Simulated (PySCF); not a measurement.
## From computed data to an observable: dipole moment from atomic charges

SiClBr, SMILES [Si](Cl)Br (connectivity only; charge and spin as stated), neutral, multiplicity 1. Atoms are numbered in the order given.

```xyz
3

Si     1.0208     0.6420     0.0000
Cl    -0.4798     2.0759     0.0000
Br    -0.1752    -1.2651     0.0000
```
Charge 0, spin multiplicity 1.

Geometry optimised at PBE0-D3(BJ)/def2-TZVP.

Charges (e) from M06-2X/def2-TZVPD (PySCF):

```
atom  ESP fit     IAO
----  -------  ------
Si1     0.188   0.529
Cl2    -0.091  -0.293
Br3    -0.097  -0.237
```

The dipole moment of the full density is 1.11 D.

**Question.** What dipole moment does each set of point charges give, and which comes closer to that of the density?

**Answer.** 
μ = Σ q r, and 1 e Å = 4.8032 D.
ESP fit: Σ q r = (0.253, 0.055, 0.000) e Å, |μ| = 1.24 D.
IAO: Σ q r = (0.722, 0.031, 0.000) e Å, |μ| = 3.47 D.
ESP fit comes closer in size. Point charges leave out the atoms' own dipoles (lone pairs, polarised bonds); fits to the potential absorb them, partitions of the density don't.
